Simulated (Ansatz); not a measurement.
Consider the isomerisation: `COC(=O)[SiH3]` → `C1OC[SiH2]O1`.

Program: Ansatz. Geometries: PBE0-D4/def2-TZVP. ΔE: electronic, gas phase. CCSD(T)/CBS is the MP2 limit (def2-TZVPP, def2-QZVPP) plus CCSD(T) − MP2 in def2-TZVPP, frozen cores. DFT in def2-TZVPP. B3LYP here is the variant with VWN-RPA as its local correlation; programs differ in this.

```tsv
level	ΔE (kJ/mol)	difference from CCSD(T)/CBS
r2SCAN-D4	-60.2	11.3
B97M-V	-61.8	9.7
PBE0-D4	-69.3	2.2
ωB97M-V	-69.0	2.5
B3LYP	-49.3	22.2
RPA@PBE/def2-TZVPP	-60.2	11.3
HF/def2-SVP	-43.2	28.3
HF/def2-QZVPP	-63.2	8.3
HF/CBS(def2)	-63.4	8.1
MP2/CBS(def2)	-77.2	-5.7
CCSD(T)/CBS	-71.5	0
```

Largest T1 diagnostic among the species: 0.016.

From PBE to PBE0 (25 % exact exchange), in def2-TZVPP and without D4, ΔE moves by −19.7 kJ/mol. Leaving LDA and LC-ωPBE aside and taking each functional with its dispersion term where it has one, the values, not all of them listed here, spread over 42.5 kJ/mol, from PBE-QIDH to BLYP-D4. LDA lies −28.7 kJ/mol from PBE without D4. In def2-TZVPP, CCSD(T) changes the Hartree–Fock value by −4.7 kJ/mol (the triples alone add +4.8 kJ/mol) and MP2 by −10.3 kJ/mol.

CCSD(T)/CBS has its own doubt, a few kJ/mol and more with outer-core shells, so smaller differences from it don't rank the levels.
